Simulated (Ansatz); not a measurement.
A short molecular-dynamics run on K₂F₂⁺.

```yaml
crystal:
  periodic: [false, false, false]
  atoms:
    - {symbol: K, position_ang: [-1.584377, -1.683199, 0.118583]}
    - {symbol: K, position_ang: [1.585671, 1.681955, -0.118930]}
    - {symbol: F, position_ang: [0.121187, -0.045929, 0.966563]}
    - {symbol: F, position_ang: [-0.122472, 0.047163, -0.966216]}
basis:
  gaussian: {orbitals: def2-SVP}
total_charge: 1
magnetization: {spin_polarized: false, initial_magnetization: 1}
hamiltonian: {xc: {name: r2SCAN}}
md: {timestep: 1 fs, n_steps: 30, ensemble: nvt_nose_hoover, temperature: 1500, initial_velocities: maxwell_boltzmann, seed: 644}
scf: {omitted_lower_state_checks: [starts]}
```

```sh
$ ansatz run in.yaml --threads 2 --pin off --events-out ev --progress --plain --max-ram 4352MiB
```

```json
{"step": "0", "time (fs)": "0.0", "potential energy (eV)": "-38067.5794", "kinetic (eV)": "0.3878", "T (K)": "1500", "conserved (eV)": "-38067.1916"}
{"step": "1", "time (fs)": "1.0", "potential energy (eV)": "-38067.5824", "kinetic (eV)": "0.3908", "T (K)": "1512", "conserved (eV)": "-38067.1916"}
{"step": "2", "time (fs)": "2.0", "potential energy (eV)": "-38067.5828", "kinetic (eV)": "0.3912", "T (K)": "1513", "conserved (eV)": "-38067.1916"}
{"step": "3", "time (fs)": "3.0", "potential energy (eV)": "-38067.5810", "kinetic (eV)": "0.3894", "T (K)": "1506", "conserved (eV)": "-38067.1915"}
{"step": "4", "time (fs)": "4.0", "potential energy (eV)": "-38067.5771", "kinetic (eV)": "0.3855", "T (K)": "1491", "conserved (eV)": "-38067.1915"}
{"step": "5", "time (fs)": "5.0", "potential energy (eV)": "-38067.5713", "kinetic (eV)": "0.3798", "T (K)": "1469", "conserved (eV)": "-38067.1915"}
{"step": "6", "time (fs)": "6.0", "potential energy (eV)": "-38067.5640", "kinetic (eV)": "0.3725", "T (K)": "1441", "conserved (eV)": "-38067.1915"}
{"step": "7", "time (fs)": "7.0", "potential energy (eV)": "-38067.5552", "kinetic (eV)": "0.3638", "T (K)": "1407", "conserved (eV)": "-38067.1915"}
{"step": "8", "time (fs)": "8.0", "potential energy (eV)": "-38067.5453", "kinetic (eV)": "0.3538", "T (K)": "1369", "conserved (eV)": "-38067.1915"}
{"step": "9", "time (fs)": "9.0", "potential energy (eV)": "-38067.5343", "kinetic (eV)": "0.3428", "T (K)": "1326", "conserved (eV)": "-38067.1915"}
{"step": "10", "time (fs)": "10.0", "potential energy (eV)": "-38067.5225", "kinetic (eV)": "0.3311", "T (K)": "1281", "conserved (eV)": "-38067.1914"}
{"step": "11", "time (fs)": "11.0", "potential energy (eV)": "-38067.5100", "kinetic (eV)": "0.3187", "T (K)": "1233", "conserved (eV)": "-38067.1914"}
{"step": "12", "time (fs)": "12.0", "potential energy (eV)": "-38067.4970", "kinetic (eV)": "0.3057", "T (K)": "1183", "conserved (eV)": "-38067.1914"}
{"step": "13", "time (fs)": "13.0", "potential energy (eV)": "-38067.4837", "kinetic (eV)": "0.2924", "T (K)": "1131", "conserved (eV)": "-38067.1914"}
{"step": "14", "time (fs)": "14.0", "potential energy (eV)": "-38067.4700", "kinetic (eV)": "0.2789", "T (K)": "1079", "conserved (eV)": "-38067.1914"}
{"step": "15", "time (fs)": "15.0", "potential energy (eV)": "-38067.4563", "kinetic (eV)": "0.2652", "T (K)": "1026", "conserved (eV)": "-38067.1914"}
{"step": "16", "time (fs)": "16.0", "potential energy (eV)": "-38067.4424", "kinetic (eV)": "0.2514", "T (K)": "973", "conserved (eV)": "-38067.1914"}
{"step": "17", "time (fs)": "17.0", "potential energy (eV)": "-38067.4287", "kinetic (eV)": "0.2378", "T (K)": "920", "conserved (eV)": "-38067.1914"}
{"step": "18", "time (fs)": "18.0", "potential energy (eV)": "-38067.4151", "kinetic (eV)": "0.2243", "T (K)": "868", "conserved (eV)": "-38067.1914"}
{"step": "19", "time (fs)": "19.0", "potential energy (eV)": "-38067.4017", "kinetic (eV)": "0.2111", "T (K)": "816", "conserved (eV)": "-38067.1914"}
{"step": "20", "time (fs)": "20.0", "potential energy (eV)": "-38067.3887", "kinetic (eV)": "0.1982", "T (K)": "767", "conserved (eV)": "-38067.1914"}
{"step": "21", "time (fs)": "21.0", "potential energy (eV)": "-38067.3761", "kinetic (eV)": "0.1857", "T (K)": "718", "conserved (eV)": "-38067.1914"}
{"step": "22", "time (fs)": "22.0", "potential energy (eV)": "-38067.3640", "kinetic (eV)": "0.1738", "T (K)": "672", "conserved (eV)": "-38067.1914"}
{"step": "23", "time (fs)": "23.0", "potential energy (eV)": "-38067.3524", "kinetic (eV)": "0.1624", "T (K)": "628", "conserved (eV)": "-38067.1914"}
{"step": "24", "time (fs)": "24.0", "potential energy (eV)": "-38067.3415", "kinetic (eV)": "0.1517", "T (K)": "587", "conserved (eV)": "-38067.1914"}
{"step": "25", "time (fs)": "25.0", "potential energy (eV)": "-38067.3313", "kinetic (eV)": "0.1417", "T (K)": "548", "conserved (eV)": "-38067.1914"}
{"step": "26", "time (fs)": "26.0", "potential energy (eV)": "-38067.3219", "kinetic (eV)": "0.1324", "T (K)": "512", "conserved (eV)": "-38067.1913"}
{"step": "27", "time (fs)": "27.0", "potential energy (eV)": "-38067.3133", "kinetic (eV)": "0.1240", "T (K)": "480", "conserved (eV)": "-38067.1913"}
{"step": "28", "time (fs)": "28.0", "potential energy (eV)": "-38067.3055", "kinetic (eV)": "0.1164", "T (K)": "450", "conserved (eV)": "-38067.1913"}
{"step": "29", "time (fs)": "29.0", "potential energy (eV)": "-38067.2986", "kinetic (eV)": "0.1097", "T (K)": "424", "conserved (eV)": "-38067.1913"}
{"step": "30", "time (fs)": "30.0", "potential energy (eV)": "-38067.2926", "kinetic (eV)": "0.1040", "T (K)": "402", "conserved (eV)": "-38067.1913"}
```

Velocities are drawn at the set temperature; a run this short doesn't reach equilibrium.

With spin_polarized false and unpaired electrons the run is restricted open-shell.

Frames (Å, forces in eV/Å):

```xyz
4
time=0.0 fs
K    -1.584   -1.683    0.119    0.118    0.126   -0.009
K     1.586    1.682   -0.119   -0.119   -0.125    0.009
F     0.121   -0.046    0.967    0.015   -0.006    0.115
F    -0.122    0.047   -0.966   -0.014    0.005   -0.115
4
time=1.0 fs
K    -1.579   -1.677    0.117    0.090    0.096   -0.003
K     1.582    1.679   -0.119   -0.121   -0.128    0.010
F     0.120   -0.049    0.978    0.013    0.014   -0.005
F    -0.127    0.044   -0.973    0.018    0.019   -0.002
4
time=2.0 fs
K    -1.573   -1.671    0.116    0.062    0.065    0.003
K     1.579    1.676   -0.120   -0.124   -0.131    0.011
F     0.120   -0.052    0.988    0.013    0.033   -0.111
F    -0.131    0.040   -0.980    0.049    0.034    0.098
4
time=3.0 fs
K    -1.568   -1.664    0.114    0.032    0.032    0.009
K     1.576    1.672   -0.120   -0.126   -0.134    0.012
F     0.119   -0.055    0.999    0.014    0.052   -0.206
F    -0.135    0.037   -0.987    0.079    0.050    0.185
4
time=4.0 fs
K    -1.562   -1.658    0.113    0.002   -0.001    0.016
K     1.573    1.669   -0.121   -0.128   -0.136    0.013
F     0.118   -0.058    1.010    0.017    0.070   -0.289
F    -0.139    0.034   -0.993    0.109    0.067    0.260
4
time=5.0 fs
K    -1.556   -1.652    0.111   -0.029   -0.035    0.023
K     1.569    1.666   -0.121   -0.129   -0.138    0.013
F     0.118   -0.061    1.021    0.021    0.087   -0.363
F    -0.142    0.030   -1.000    0.138    0.086    0.326
4
time=6.0 fs
K    -1.551   -1.645    0.110   -0.061   -0.070    0.031
K     1.566    1.663   -0.122   -0.130   -0.139    0.014
F     0.117   -0.064    1.031    0.025    0.104   -0.428
F    -0.146    0.027   -1.006    0.166    0.105    0.383
4
time=7.0 fs
K    -1.545   -1.639    0.108   -0.095   -0.107    0.040
K     1.562    1.659   -0.122   -0.131   -0.140    0.015
F     0.117   -0.067    1.041    0.031    0.120   -0.487
F    -0.150    0.024   -1.013    0.195    0.127    0.432
4
time=8.0 fs
K    -1.540   -1.633    0.107   -0.129   -0.145    0.049
K     1.559    1.656   -0.123   -0.131   -0.140    0.016
F     0.116   -0.070    1.051    0.037    0.136   -0.537
F    -0.154    0.021   -1.019    0.223    0.149    0.472
4
time=9.0 fs
K    -1.534   -1.626    0.105   -0.165   -0.184    0.058
K     1.555    1.653   -0.123   -0.130   -0.140    0.016
F     0.115   -0.073    1.061    0.045    0.152   -0.579
F    -0.157    0.017   -1.024    0.250    0.172    0.505
4
time=10.0 fs
K    -1.529   -1.620    0.104   -0.202   -0.224    0.068
K     1.552    1.649   -0.124   -0.129   -0.139    0.017
F     0.115   -0.075    1.071    0.054    0.168   -0.614
F    -0.161    0.014   -1.030    0.277    0.195    0.529
4
time=11.0 fs
K    -1.523   -1.614    0.102   -0.239   -0.265    0.078
K     1.548    1.646   -0.124   -0.127   -0.137    0.017
F     0.114   -0.078    1.080    0.063    0.182   -0.643
F    -0.164    0.012   -1.035    0.303    0.220    0.548
4
time=12.0 fs
K    -1.518   -1.608    0.101   -0.277   -0.306    0.088
K     1.545    1.642   -0.125   -0.124   -0.135    0.018
F     0.114   -0.081    1.088    0.072    0.197   -0.668
F    -0.167    0.009   -1.040    0.329    0.244    0.562
4
time=13.0 fs
K    -1.513   -1.602    0.100   -0.315   -0.348    0.099
K     1.541    1.639   -0.125   -0.121   -0.132    0.018
F     0.113   -0.083    1.097    0.082    0.211   -0.690
F    -0.170    0.006   -1.045    0.354    0.269    0.572
4
time=14.0 fs
K    -1.507   -1.596    0.098   -0.353   -0.390    0.110
K     1.537    1.635   -0.126   -0.117   -0.128    0.019
F     0.113   -0.085    1.105    0.091    0.225   -0.707
F    -0.173    0.004   -1.049    0.379    0.294    0.578
4
time=15.0 fs
K    -1.502   -1.590    0.097   -0.392   -0.433    0.121
K     1.534    1.632   -0.126   -0.112   -0.123    0.020
F     0.112   -0.087    1.113    0.101    0.238   -0.722
F    -0.176    0.001   -1.053    0.403    0.318    0.581
4
time=16.0 fs
K    -1.497   -1.585    0.096   -0.430   -0.475    0.132
K     1.530    1.628   -0.127   -0.107   -0.118    0.020
F     0.112   -0.090    1.120    0.112    0.250   -0.733
F    -0.178   -0.001   -1.057    0.426    0.342    0.580
4
time=17.0 fs
K    -1.492   -1.579    0.094   -0.469   -0.517    0.144
K     1.526    1.624   -0.127   -0.101   -0.112    0.021
F     0.112   -0.091    1.127    0.121    0.262   -0.741
F    -0.180   -0.003   -1.060    0.448    0.366    0.577
4
time=18.0 fs
K    -1.488   -1.574    0.093   -0.507   -0.559    0.156
K     1.522    1.621   -0.127   -0.093   -0.104    0.021
F     0.111   -0.093    1.134    0.131    0.273   -0.747
F    -0.182   -0.005   -1.064    0.470    0.390    0.570
4
time=19.0 fs
K    -1.483   -1.568    0.092   -0.545   -0.601    0.168
K     1.519    1.617   -0.128   -0.086   -0.096    0.022
F     0.111   -0.095    1.140    0.140    0.284   -0.750
F    -0.184   -0.007   -1.067    0.490    0.413    0.561
4
time=20.0 fs
K    -1.478   -1.563    0.091   -0.582   -0.641    0.179
K     1.515    1.613   -0.128   -0.077   -0.088    0.022
F     0.111   -0.097    1.146    0.149    0.293   -0.751
F    -0.185   -0.008   -1.069    0.510    0.436    0.550
4
time=21.0 fs
K    -1.474   -1.558    0.090   -0.619   -0.681    0.191
K     1.511    1.609   -0.129   -0.067   -0.078    0.023
F     0.111   -0.098    1.151    0.158    0.302   -0.751
F    -0.186   -0.009   -1.071    0.528    0.457    0.538
4
time=22.0 fs
K    -1.470   -1.553    0.089   -0.654   -0.720    0.202
K     1.507    1.606   -0.129   -0.057   -0.067    0.023
F     0.111   -0.099    1.156    0.166    0.310   -0.750
F    -0.187   -0.010   -1.074    0.545    0.476    0.525
4
time=23.0 fs
K    -1.465   -1.548    0.088   -0.688   -0.757    0.213
K     1.503    1.602   -0.129   -0.045   -0.055    0.024
F     0.111   -0.100    1.161    0.173    0.318   -0.748
F    -0.188   -0.011   -1.075    0.560    0.494    0.511
4
time=24.0 fs
K    -1.461   -1.544    0.087   -0.720   -0.793    0.223
K     1.499    1.598   -0.130   -0.032   -0.042    0.025
F     0.112   -0.101    1.165    0.180    0.324   -0.744
F    -0.188   -0.012   -1.077    0.573    0.511    0.497
4
time=25.0 fs
K    -1.458   -1.540    0.086   -0.751   -0.826    0.232
K     1.496    1.594   -0.130   -0.019   -0.028    0.026
F     0.112   -0.102    1.169    0.186    0.329   -0.740
F    -0.188   -0.012   -1.078    0.584    0.524    0.482
4
time=26.0 fs
K    -1.454   -1.536    0.085   -0.780   -0.857    0.241
K     1.492    1.590   -0.131   -0.004   -0.012    0.027
F     0.112   -0.102    1.173    0.191    0.334   -0.736
F    -0.188   -0.012   -1.079    0.593    0.536    0.468
4
time=27.0 fs
K    -1.451   -1.532    0.084   -0.806   -0.886    0.248
K     1.488    1.587   -0.131    0.012    0.004    0.028
F     0.113   -0.103    1.176    0.195    0.337   -0.731
F    -0.188   -0.012   -1.080    0.599    0.545    0.455
4
time=28.0 fs
K    -1.448   -1.528    0.083   -0.830   -0.912    0.255
K     1.484    1.583   -0.131    0.030    0.022    0.029
F     0.114   -0.103    1.179    0.198    0.340   -0.725
F    -0.187   -0.011   -1.081    0.602    0.550    0.441
4
time=29.0 fs
K    -1.445   -1.524    0.083   -0.852   -0.935    0.260
K     1.480    1.579   -0.132    0.048    0.041    0.030
F     0.114   -0.103    1.182    0.200    0.341   -0.719
F    -0.186   -0.010   -1.081    0.603    0.553    0.429
4
time=30.0 fs
K    -1.442   -1.521    0.082   -0.870   -0.955    0.263
K     1.476    1.575   -0.132    0.068    0.062    0.032
F     0.115   -0.103    1.184    0.201    0.341   -0.713
F    -0.184   -0.009   -1.081    0.601    0.552    0.417
```

Hardware: 2 threads of Arm Neoverse V1 on a shared host. Wall time 3.3 min.
